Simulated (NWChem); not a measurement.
## Ionisation of GaN

SMILES: [N]=[Ga]
```xyz
2

Ga     0.0000     0.0000     0.3403
N      0.0000     0.0000    -1.5071
```
Charge 0, spin multiplicity 3.

The numbers come from NWChem runs, not from measurements. The geometry was optimised at UPBE0/def2-SVP, a minimum by its harmonic frequencies.

Basis set: def2-TZVP. The species with one electron less has spin multiplicity 4 and keeps the geometry of the parent. Δ marks differences of total energies (open shells unrestricted). −ε marks an orbital energy of the parent. That orbital need not have the symmetry of the hole or added electron in the Δ rows.

The Hamiltonian is non-relativistic. This spin state was chosen for the runs; another may lie lower. The structure started from a generated list of species. The unpaired electrons of the parent sit in orbitals of symmetry a1 and b2 (C2v labels of the run); other states weren't searched. The stability of the SCF solutions was not checked.

**Question.** One of these methods gave a first vertical ionisation energy of 8.73 eV. Which?
(A) G0W0@CAM-B3LYP
(B) −ε(beta HOMO) of BHandHLYP
(C) ΔPBE
(D) G0W0@PBE0

**Answer.** C, ΔPBE. The others give 8.45 (G0W0@CAM-B3LYP), 8.14 (G0W0@PBE0), 7.45 (−ε(beta HOMO) of BHandHLYP).
